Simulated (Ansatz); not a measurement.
Cost and result up the ladder for SbMe2Cl (C2H6ClSb) (10 atoms). Total charge 0; singlet. Geometry: PBE-D4/def2-SVP.

```xyz
10

Sb    0.547    0.994   -0.728
C    -1.236   -0.242   -1.016
H    -2.057    0.152   -0.383
H    -0.999   -1.282   -0.721
H    -1.545   -0.216   -2.078
C     0.774    0.391    1.363
H     1.745    0.751    1.751
H     0.734   -0.713    1.426
H    -0.048    0.833    1.962
Cl    2.084   -0.668   -1.575
```

Ansatz on 2 threads of Arm Neoverse V1 on a shared host. Times are rough, and most runs start from the orbitals of an earlier one. ωB97M-V/def2-TZVP serves as the yardstick here, not as an exact answer. Differences are given only for rows in sets of like size (and for xTB, whose basis is part of the method), since another set adds its own error. Binding counts from free atoms at the same level (Sb quartet, C triplet, H doublet, Cl doublet; other spins of the atoms weren't run), without zero-point energy or a counterpoise term.

In the def2 sets Sb takes a core potential; there is no spin–orbit coupling. B3LYP takes the VWN-RPA correlation. Correlated methods freeze 11 core orbitals; core or outer-core shells of Sb are correlated, in sets that lack core-valence functions.

Correlated methods converge slowly with the basis.

```tsv
level	functions	binding energy per atom (eV)	difference from ωB97M-V/def2-TZVP (eV)
HF/def2-TZVP	185	2.53	-0.96
CCSD(T)/def2-TZVP	185	3.36	-0.13
PBE-D4/def2-SVP	102	3.55	–
PBE-D4/def2-TZVP	185	3.56	0.07
revPBE-D4/def2-TZVP	185	3.49	-0.01
PBE0-D4/def2-TZVP (with forces)	185	3.50	0.01
BHLYP-D4/def2-TZVP	185	3.41	-0.08
r2SCAN-D4/def2-TZVP	185	3.50	0.00
B3LYP-D4/def2-TZVP	185	3.51	0.01
r2SCAN0-D4/def2-TZVP	185	3.45	-0.04
ωB97M-V/def2-TZVP	185	3.49	0.00
PBE0-D4/def2-SVP	102	3.50	–
```

**Question.** Estimate how long each takes.

**Answer.** PBE-D4/def2-SVP 1.6 s; PBE0-D4/def2-SVP 2.5 s; PBE-D4/def2-TZVP 3 s; revPBE-D4/def2-TZVP 3.1 s; HF/def2-TZVP 3.7 s; B3LYP-D4/def2-TZVP 4.6 s; BHLYP-D4/def2-TZVP 4.7 s; r2SCAN-D4/def2-TZVP 6.5 s; PBE0-D4/def2-TZVP (with forces) 7 s; r2SCAN0-D4/def2-TZVP 8.5 s; ωB97M-V/def2-TZVP 15 s; CCSD(T)/def2-TZVP 2.2 min. On shared hardware such times vary by a factor of up to 3.
